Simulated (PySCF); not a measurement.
# Electronic absorption of C3H13OPSi2

Species: C3H13OPSi2.
SMILES: `CC[Si@@]([SiH3])(P)OC`

Method: TDDFT PBE0/def2-SVPD, vertical, gas phase, core orbitals frozen in the response in PySCF 2.14.0, density-fitted response routines. Isolated species at its PBE0-D3(BJ)/def2-SVP geometry (one conformer only). Torsions of this conformer, `[CH3:1][CH2:2][Si@@:3]([SiH3:4])([PH2:5])[O:6][CH3:7]`: C1–C2–Si3–Si4 -60°, C2–Si3–O6–C7 72°, H–P5–Si3–C2 -76°, H–P5–Si3–C2 -170°.

Problem. Predict the UV-vis stick spectrum at this level.

Solution. 

```tsv
state	E (eV)	ν̃ (cm⁻¹)	f	|μ| (D)	main configurations (H = HOMO, L = LUMO)
S1	5.80	46810	0.047	1.46	H→L (69%), H→L+1 (24%)
S2	6.10	49210	0.066	1.69	H→L+1 (60%), H→L (18%), H-1→L (17%)
S3	6.29	50730	0.016	0.81	H-1→L (63%), H→L+1 (9%), H→L+2 (9%)
S4	6.38	51420	0.113	2.16	H→L+2 (68%), H→L+3 (17%)
S5	6.57	52950	0.090	1.91	H→L+4 (53%), H→L+3 (23%)
S6	6.67	53830	0.046	1.35	H-1→L+1 (81%), H-1→L (8%)
S7	6.77	54570	0.098	1.95	H→L+3 (46%), H→L+4 (32%), H→L+2 (10%)
S8	7.01	56520	0.148	2.36	H-1→L+2 (69%), H→L+5 (10%)
S9	7.14	57590	0.0044	0.40	H→L+5 (42%), H-2→L (27%), H-1→L+4 (8%)
S10	7.19	57960	0.0083	0.55	H-2→L (58%), H-1→L+4 (10%), H→L+5 (10%)
```

Triplets (Tamm–Dancoff): T1 5.00 eV, H→L (84%); T2 5.39 eV, H→L+1 (68%); T3 5.61 eV, H→L+4 (32%), H→L+3 (23%), H-1→L (11%); T4 5.83 eV, H-1→L (40%), H→L+2 (22%), H→L+3 (14%).

The lowest singlet comes at 214 nm (560 kJ/mol) in the ultraviolet; it is of moderate strength; its leading configuration is HOMO→LUMO (69%). The most intense listed level is S8 at 7.01 eV (177 nm, f = 0.148), 1.20 eV above S1. Löwdin shares by element: HOMO phosphorus 42%, silicon 33%, oxygen 5% (atoms not listed hold the other 19%); LUMO silicon 42%, phosphorus 18%, carbon 6% or more (atoms not listed hold the other 35%). The oscillator strengths of these states sum to 0.637; summed over the whole spectrum of an exact calculation they would give the number of electrons, 82 (Thomas–Reiche–Kuhn). Weighted by f, the mean energy of these states is 6.57 eV. Of the 10 states listed, 8 reach f = 0.01 and none stays under 0.0005. The vertical ionisation energy (ΔSCF) is 8.72 eV, 1.54 eV above S10. Singlets were solved by full linear response, triplets in the Tamm–Dancoff approximation.
